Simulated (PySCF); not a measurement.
# Interval between two levels of Ge²⁺ by level of theory

Ge²⁺ [Ar] 3d10 4s2 → Ge²⁺ [Ar] 3d9 4s2 4p1 [3F4, M_J = 4], as a difference of total energies. All numbers are calculated (PySCF 2.14, the two-component X2C-1e Hamiltonian, in x2c-TZVPall-2c (6s7p4d1f, 54 functions)). Correlated levels: [Ne] frozen. "Screened" scales the spin-orbit matrix elements by Boettger's factors to mimic the two-electron term; Breit and QED terms are absent.

```
                    method  interval between two levels (cm⁻¹)
           GHF (spin-free)                              252310
          GMP2 (spin-free)                              264130
 GHF (screened spin-orbit)                              251340
GMP2 (screened spin-orbit)                              263160
```

The labels give the starting determinants; with spin-orbit coupling the two ends relaxed to ⟨J²⟩ = 0.00, ⟨L²⟩ = 0.00, ⟨S²⟩ = 0.00 and ⟨J²⟩ = 20.01, ⟨L²⟩ = 12.01, ⟨S²⟩ = 2.00.
